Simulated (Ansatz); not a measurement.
Born–Oppenheimer molecular dynamics of C2H8AlNS (13 atoms, charge 0, multiplicity 1). It starts at the highest image of a converged band, a first-order saddle point between two minima.

These are results of RKS PBE0-D4/def2-SVP in Ansatz, not measurements.

```yaml
ensemble: NVE (velocity Verlet)
time_step: 0.5 fs
steps_asked: 200
starting_velocities_drawn_for: 100 K
seed: 2750
```

Frames 0.5 fs apart, positions in Å.

Velocities at 20.0 fs (Å/ps):

```
Al -3.87 4.35 -0.52
N 4.02 -7.55 -3.37
C 2.13 0.56 -2.24
C 1.23 -1.56 1.52
S 0.30 1.34 1.65
H 11.98 -15.56 -14.66
H 9.46 -19.99 0.29
H 1.17 3.85 -1.64
H -10.21 7.85 6.27
H 1.15 -5.11 1.19
H -17.92 -2.23 4.62
H -0.57 4.95 7.21
H 3.04 -15.99 13.64
```

```xyz
13
Properties=species:S:1:pos:R:3 time_fs=20.0 energy_less_start_eV=-0.100 T=171
Al -0.871 1.473 0.860
N -0.001 -0.014 -0.086
C 1.403 0.046 -0.314
C -0.632 -1.316 0.022
S -1.543 2.285 -0.928
H -0.435 0.348 -1.074
H -0.660 1.475 2.441
H 1.687 -0.434 -1.264
H 1.769 1.078 -0.354
H 1.928 -0.463 0.498
H -0.391 -1.673 1.033
H -1.708 -1.176 -0.151
H -0.243 -2.005 -0.744
13
Properties=species:S:1:pos:R:3 time_fs=20.5 energy_less_start_eV=-0.107 T=176
Al -0.873 1.476 0.860
N 0.001 -0.018 -0.088
C 1.404 0.047 -0.315
C -0.631 -1.317 0.022
S -1.542 2.286 -0.927
H -0.428 0.340 -1.078
H -0.655 1.465 2.441
H 1.688 -0.432 -1.265
H 1.763 1.082 -0.351
H 1.929 -0.466 0.499
H -0.401 -1.674 1.035
H -1.708 -1.173 -0.147
H -0.242 -2.013 -0.737
13
Properties=species:S:1:pos:R:3 time_fs=21.0 energy_less_start_eV=-0.134 T=195
Al -0.875 1.478 0.860
N 0.003 -0.022 -0.090
C 1.405 0.047 -0.316
C -0.630 -1.318 0.023
S -1.542 2.286 -0.926
H -0.420 0.333 -1.076
H -0.650 1.455 2.441
H 1.688 -0.431 -1.266
H 1.758 1.087 -0.348
H 1.931 -0.469 0.500
H -0.411 -1.678 1.037
H -1.709 -1.171 -0.142
H -0.240 -2.021 -0.730
13
Properties=species:S:1:pos:R:3 time_fs=21.5 energy_less_start_eV=-0.178 T=225
Al -0.877 1.480 0.859
N 0.004 -0.025 -0.094
C 1.407 0.047 -0.317
C -0.629 -1.319 0.024
S -1.542 2.287 -0.925
H -0.410 0.327 -1.068
H -0.646 1.444 2.440
H 1.689 -0.429 -1.267
H 1.752 1.091 -0.344
H 1.933 -0.471 0.501
H -0.422 -1.682 1.040
H -1.709 -1.170 -0.138
H -0.239 -2.030 -0.723
13
Properties=species:S:1:pos:R:3 time_fs=22.0 energy_less_start_eV=-0.230 T=261
Al -0.879 1.482 0.859
N 0.005 -0.029 -0.097
C 1.409 0.046 -0.318
C -0.628 -1.320 0.025
S -1.542 2.288 -0.924
H -0.400 0.321 -1.054
H -0.641 1.434 2.438
H 1.690 -0.428 -1.268
H 1.745 1.096 -0.342
H 1.936 -0.474 0.502
H -0.434 -1.688 1.042
H -1.710 -1.169 -0.132
H -0.237 -2.039 -0.715
13
Properties=species:S:1:pos:R:3 time_fs=22.5 energy_less_start_eV=-0.280 T=296
Al -0.881 1.485 0.859
N 0.005 -0.032 -0.102
C 1.412 0.046 -0.319
C -0.627 -1.321 0.027
S -1.542 2.289 -0.923
H -0.388 0.315 -1.036
H -0.637 1.424 2.436
H 1.692 -0.427 -1.269
H 1.739 1.101 -0.339
H 1.939 -0.476 0.503
H -0.446 -1.694 1.044
H -1.710 -1.169 -0.127
H -0.236 -2.048 -0.708
13
Properties=species:S:1:pos:R:3 time_fs=23.0 energy_less_start_eV=-0.316 T=320
Al -0.883 1.487 0.858
N 0.006 -0.035 -0.106
C 1.414 0.046 -0.319
C -0.626 -1.322 0.028
S -1.542 2.290 -0.922
H -0.376 0.311 -1.014
H -0.633 1.413 2.434
H 1.693 -0.427 -1.270
H 1.732 1.105 -0.336
H 1.942 -0.478 0.504
H -0.458 -1.702 1.047
H -1.709 -1.169 -0.122
H -0.235 -2.057 -0.700
13
Properties=species:S:1:pos:R:3 time_fs=23.5 energy_less_start_eV=-0.324 T=326
Al -0.885 1.489 0.858
N 0.006 -0.038 -0.111
C 1.417 0.045 -0.319
C -0.625 -1.324 0.030
S -1.542 2.291 -0.921
H -0.365 0.308 -0.991
H -0.629 1.403 2.431
H 1.696 -0.426 -1.272
H 1.725 1.109 -0.334
H 1.946 -0.479 0.504
H -0.471 -1.710 1.049
H -1.709 -1.169 -0.116
H -0.235 -2.066 -0.692
13
Properties=species:S:1:pos:R:3 time_fs=24.0 energy_less_start_eV=-0.301 T=310
Al -0.887 1.492 0.857
N 0.006 -0.041 -0.116
C 1.421 0.045 -0.320
C -0.624 -1.325 0.031
S -1.542 2.292 -0.920
H -0.355 0.307 -0.969
H -0.625 1.392 2.428
H 1.698 -0.426 -1.274
H 1.718 1.112 -0.331
H 1.950 -0.480 0.503
H -0.483 -1.718 1.052
H -1.708 -1.170 -0.111
H -0.234 -2.075 -0.684
13
Properties=species:S:1:pos:R:3 time_fs=24.5 energy_less_start_eV=-0.259 T=282
Al -0.889 1.494 0.857
N 0.006 -0.044 -0.120
C 1.424 0.044 -0.320
C -0.623 -1.327 0.033
S -1.542 2.293 -0.920
H -0.348 0.308 -0.950
H -0.621 1.381 2.424
H 1.701 -0.426 -1.275
H 1.711 1.115 -0.329
H 1.954 -0.480 0.501
H -0.496 -1.727 1.054
H -1.707 -1.171 -0.106
H -0.234 -2.083 -0.676
13
Properties=species:S:1:pos:R:3 time_fs=25.0 energy_less_start_eV=-0.222 T=257
Al -0.891 1.497 0.856
N 0.006 -0.048 -0.124
C 1.428 0.043 -0.320
C -0.622 -1.329 0.035
S -1.543 2.294 -0.919
H -0.345 0.314 -0.937
H -0.618 1.371 2.420
H 1.704 -0.425 -1.277
H 1.704 1.116 -0.327
H 1.958 -0.480 0.500
H -0.508 -1.735 1.056
H -1.706 -1.173 -0.102
H -0.235 -2.091 -0.668
13
Properties=species:S:1:pos:R:3 time_fs=25.5 energy_less_start_eV=-0.216 T=253
Al -0.893 1.499 0.855
N 0.007 -0.051 -0.128
C 1.432 0.042 -0.320
C -0.620 -1.331 0.037
S -1.543 2.295 -0.918
H -0.345 0.323 -0.932
H -0.614 1.361 2.416
H 1.708 -0.425 -1.279
H 1.698 1.117 -0.325
H 1.962 -0.478 0.497
H -0.519 -1.743 1.058
H -1.704 -1.176 -0.098
H -0.236 -2.099 -0.660
```

Of the whole run (100 fs, mean temperature of the second half 375 K): The conserved energy stayed within 0.26 meV per atom of its start (net change 0.02 meV per atom), so the integration is sound. The kinetic energy rose, since the run started high on the potential surface and went downhill. A run of 0.1 ps of so small a system gives no equilibrium averages. The orbitals stay closed-shell, which can raise the energy where a bond breaks towards radicals; this wasn't checked here.

The run took 8.5 min on 2 threads of Intel(R) Xeon(R) Platinum 8488C (Sapphire Rapids) (shared host), peak memory 0.31 GiB.
